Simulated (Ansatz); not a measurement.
Consider the atomization: `C=C[Si](N)(O)[SiH3]` → 2 C• + 9 H• + N• + O• + 2 Si•.

Calculated with Ansatz (gas phase, PBE0-D4/def2-TZVP geometries, no zero-point term in ΔE). CBS: MP2 limit from def2 TZ/QZ plus the TZ coupled-cluster correction, frozen cores. This one scheme is used for every species, atoms too. Open shells (•) are unrestricted, without spin–orbit coupling. Spin–orbit coupling would lower the free atoms: a little for C, O, Si. One conformer a species, not always the lowest.

`C=C[Si](N)(O)[SiH3]`:

```xyz
15

C    -0.052    2.192    1.172
C    -0.081    0.863    1.242
Si   -0.313   -0.218   -0.255
N    -1.410   -1.442    0.224
O    -0.785    0.711   -1.542
Si    1.670   -1.220   -0.990
H     0.101    2.818    2.046
H    -0.173    2.710    0.224
H     0.067    0.394    2.214
H    -2.096   -1.296    0.945
H    -1.617   -2.244   -0.346
H    -1.657    1.107   -1.489
H     1.376   -2.327   -1.945
H     2.403   -1.805    0.168
H     2.566   -0.244   -1.666
```

```
              species  CCSD(T)/def2-TZVPP energy (Eh)
`C=C[Si](N)(O)[SiH3]`                      -789.45897
                   C•                       -37.78103
                   H•                        -0.49981
                   N•                       -54.51594
                   O•                       -74.97674
                  Si•                      -288.92770
```

(1) Work out ΔE.

Largest T1 diagnostic among the species: 0.012.

## Answers

(1) ΔE = 9 × (-0.49981) + 2 × (-37.78103) + 2 × (-288.92770) + (-54.51594) + (-74.97674) − (-789.45897) = 2.05054 Eh = +55.80 eV. CCSD(T)/CBS gives +57.43 eV.

From PBE to PBE0 (25 % exact exchange), in def2-TZVPP and without D4, ΔE moves by −0.84 eV: exact exchange takes away binding that semilocal exchange gives to molecules. In def2-TZVPP, CCSD(T) changes the Hartree–Fock value by +14.16 eV (the triples alone add +0.80 eV) and MP2 by +14.78 eV; breaking electron pairs costs correlation energy, which Hartree–Fock lacks. The D4 term adds +0.61 eV with B3LYP and +0.32 eV with PBE0; it sums over pairs of atoms, weighted by their polarisabilities, and B3LYP, whose exchange is more repulsive, gets the larger term.

B3LYP here is the variant with VWN-RPA as its local correlation; programs differ in this.

For atomizations the MP2-based limit and the directly extrapolated one differ by several kJ/mol either way, and by 10 to 25 for some Ge, Se and Sn compounds, so smaller differences from it don't rank the levels.
